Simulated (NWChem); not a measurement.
The numbers come from NWChem runs, not from measurements. System: H2O2Pb, charge 0, spin multiplicity 1, at a geometry optimised with PBE/def2-SVP with def2 effective core potentials on Pb. The structure started from a generated list of species. Level: G0W0@PBE/def2-SVP with def2 effective core potentials on Pb, RI basis def2-svp-rifit, no spin-orbit coupling.

The NWChem input:

```
start mol
memory heap 200 mb stack 700 mb global 1700 mb
geometry units angstroms nocenter noautoz
  Pb    -0.062111    -0.270554     0.000000
  O     -1.283571     1.469962     0.000000
  H     -0.666538     2.232405     0.000000
  O      1.689397     0.968815     0.000000
  H      2.513046     0.442832     0.000000
  symmetry group Cs
end
basis spherical
  * library def2-svp
end
ecp
  Pb library def2-ecp
end
basis "ri basis" bse spherical
  * library def2-svp-rifit
end
dft
  xc xpbe96 cpbe96
  iterations 100
  direct
  tolerances tight
end
task dft energy
gw
  states alpha occ 4 vir 2
end
task dft gw
```

Part of the output:

```
             Northwest Computational Chemistry Package (NWChem) 7.3.0
             --------------------------------------------------------

                                NWChem Input Module
                                -------------------

 Scaling coordinates for geometry "geometry" by  1.889725989
 (inverse scale =  0.529177249)

 Turning off AUTOSYM since
 SYMMETRY directive was detected!

                             Geometry "geometry" -> ""
                             -------------------------

 Output coordinates in angstroms (scale by  1.889725989 to convert to a.u.)

  No.       Tag          Charge          X              Y              Z
 ---- ---------------- ---------- -------------- -------------- --------------
    1 Pb                  82.0000    -0.06211100    -0.27055400     0.00000000
    2 O                    8.0000    -1.28357100     1.46996200     0.00000000
    3 H                    1.0000    -0.66653800     2.23240500     0.00000000
    4 O                    8.0000     1.68939700     0.96881500     0.00000000
    5 H                    1.0000     2.51304600     0.44283200     0.00000000

 Effective nuclear repulsion energy (a.u.)     380.8215180126

            Nuclear Dipole moment (a.u.)
            ----------------------------
        X                 Y               Z
 ---------------- ---------------- ----------------
     0.0000264562     0.0000472431     0.0000000000

      Symmetry information
      --------------------

 Group name             Cs
 Group number              2
 Group order               2
 No. of unique centers     5

      Symmetry unique atoms

     1    2    3    4    5


 Summary of "ao basis" -> "" (spherical)
 ------------------------------------------------------------------------------
       Tag                 Description            Shells   Functions and Types
 ---------------- ------------------------------  ------  ---------------------
 *                          def2-svp                  on all atoms

 Summary of "ri basis" -> "" (spherical)
 ------------------------------------------------------------------------------
       Tag                 Description            Shells   Functions and Types
 ---------------- ------------------------------  ------  ---------------------
 *                       def2-svp-rifit               on all atoms

  pbe96 is a nonlocal functional; adding pw91lda local functional.

                                 NWChem DFT Module
                                 -----------------

 Summary of "ao basis" -> "ao basis" (spherical)
 ------------------------------------------------------------------------------
       Tag                 Description            Shells   Functions and Types
 ---------------- ------------------------------  ------  ---------------------
 Pb                         def2-svp                10       26   4s4p2d
 O                          def2-svp                 6       14   3s2p1d
 H                          def2-svp                 3        5   2s1p

 Summary of "ao basis" -> "ao basis" (spherical)
 ------------------------------------------------------------------------------
       Tag                 Description            Shells   Functions and Types
 ---------------- ------------------------------  ------  ---------------------
 Pb                         def2-svp                10       26   4s4p2d
 O                          def2-svp                 6       14   3s2p1d
 H                          def2-svp                 3        5   2s1p
[...]
   Bfn.  Coefficient  Atom+Function         Bfn.  Coefficient  Atom+Function
  ----- ------------  ---------------      ----- ------------  ---------------
    32      0.473608  2 O  pz                51     -0.419403  4 O  pz
    35      0.365564  2 O  pz                54     -0.328828  4 O  pz
    20     -0.087216  1 Pb d  1              25      0.056963  1 Pb d  1

 Vector   21  Occ=0.000000D+00  E=-9.350961D-02  Symmetry=a"
              MO Center= -3.7D-02, -1.4D-01,  5.7D-14, r^2= 3.7D+00
   Bfn.  Coefficient  Atom+Function         Bfn.  Coefficient  Atom+Function
  ----- ------------  ---------------      ----- ------------  ---------------
    13      0.561780  1 Pb pz                16      0.533366  1 Pb pz
    32     -0.226116  2 O  pz                51     -0.218044  4 O  pz
    35     -0.197174  2 O  pz                54     -0.191466  4 O  pz
    10     -0.185952  1 Pb pz                 7     -0.179936  1 Pb pz
    23     -0.065657  1 Pb d -1              18      0.061237  1 Pb d -1

 Vector   22  Occ=0.000000D+00  E=-3.511724D-02  Symmetry=a'
              MO Center=  1.3D-01, -3.3D-01, -1.6D-14, r^2= 4.7D+00
   Bfn.  Coefficient  Atom+Function         Bfn.  Coefficient  Atom+Function
  ----- ------------  ---------------      ----- ------------  ---------------
    14      0.756979  1 Pb px                11      0.397251  1 Pb px
    48     -0.301411  4 O  s                 29      0.280458  2 O  s
    50      0.227248  4 O  py                53      0.207257  4 O  py
    17      0.151132  1 Pb d -2               8     -0.146143  1 Pb px
     5     -0.140650  1 Pb px                31     -0.122152  2 O  py

 Vector   23  Occ=0.000000D+00  E=-1.060173D-02  Symmetry=a'
              MO Center=  2.3D-02, -1.1D-01,  2.1D-15, r^2= 5.1D+00
   Bfn.  Coefficient  Atom+Function         Bfn.  Coefficient  Atom+Function
  ----- ------------  ---------------      ----- ------------  ---------------
    15      0.821451  1 Pb py                 3      0.407208  1 Pb s
    48     -0.405603  4 O  s                 29     -0.319745  2 O  s
    12      0.317551  1 Pb py                61      0.232764  5 H  s
    30     -0.223781  2 O  px                 1     -0.202128  1 Pb s
    33     -0.201675  2 O  px                47     -0.135102  4 O  s

 center of mass
 --------------
 x =  -0.03565386 y =  -0.11374113 z =   0.00000000

 moments of inertia (a.u.)
 ------------------
         246.910092906598           4.135524006620           0.000000000000
           4.135524006620         284.012853073401           0.000000000000
           0.000000000000           0.000000000000         530.922945979999

     Multipole analysis of the density
     ---------------------------------

     L   x y z        total         alpha         beta         nuclear
     -   - - -        -----         -----         ----         -------
     0   0 0 0      0.000000    -20.000000    -20.000000     40.000000

     1   1 0 0      0.559660     -3.241366     -3.241366      7.042393
     1   0 1 0     -1.096450    -15.886436    -15.886436     30.676423
     1   0 0 1     -0.000000     -0.000000     -0.000000      0.000000

     2   2 0 0    -29.997021    -91.521916    -91.521916    153.046810
     2   1 1 0     -0.126716      3.518649      3.518649     -7.164015
     2   1 0 1     -0.000000     -0.000000     -0.000000      0.000000
     2   0 2 0    -29.338253    -71.065600    -71.065600    112.792948
     2   0 1 1      0.000000      0.000000      0.000000      0.000000
     2   0 0 2    -27.598380    -13.799190    -13.799190      0.000000

 Task  times  cpu:        3.2s     wall:        3.2s

                                NWChem Input Module
                                -------------------

                                 NWChem GW Module
                                 ----------------

                             ***********************
                             ***        GW       ***
                             ***********************

 Summary of "ri basis" -> "ri basis" (spherical)
 ------------------------------------------------------------------------------
       Tag                 Description            Shells   Functions and Types
 ---------------- ------------------------------  ------  ---------------------
 Pb                      def2-svp-rifit             31      121   9s8p7d5f2g
 O                       def2-svp-rifit             16       48   6s5p4d1f
 H                       def2-svp-rifit              6       14   3s2p1d

                 Memory Information
                 ------------------
          Available GA per process is          1700.0 MBs
          Available stack per process is        700.0 MBs
          Available heap per process is           0.0 MBs

          Peak memory in Initialization
              Peak GA per process is                  3.1 MBs
              Peak stack per process is               0.0 MBs
              Peak heap per process is                3.3 MBs
              Memory not in MA per process            0.0 MBs

          Peak memory in AFF Calculation
              Peak GA per process is                 10.1 MBs
              Peak stack per process is               5.9 MBs
              Peak heap per process is                0.0 MBs
              Memory not in MA per process            5.9 MBs

          Computing 2-center integrals
          Computing Inverse Cholesky factor
          Computing 3-center integrals
          Computing V_xc ...

          Computing Sigma_x
          Computing RPA polarizability
          Solving quasiparticle equations

                  Alpha Orbitals
          State     Energy (eV)     Error (eV)
          -----------------------------------
@GW        17         -8.855           0.004
@GW        18         -8.364           0.004
@GW        19         -8.407           0.002
@GW        20         -7.854           0.004
@GW        21          0.500           0.002
@GW        22          2.021           0.003

   Applying  -1.9716 eV scissor-shift to rest of particle states

   Applying   3.0444 eV scissor-shift to rest of hole states

     GW Timing Statistics
   ------------------------
   Init.   :          0.0s
     ERIs  :          0.2s
     Distr.:          0.0s
     Vxc   :          0.1s
   Sigma_x :          0.0s
   RPA     :          0.2s
   Wmn     :          0.0s
   Sigma_c :          0.0s
   GW total:          0.5s

 Task  times  cpu:        0.5s     wall:        0.5s

 Total times  cpu:        3.7s     wall:        3.7s
```
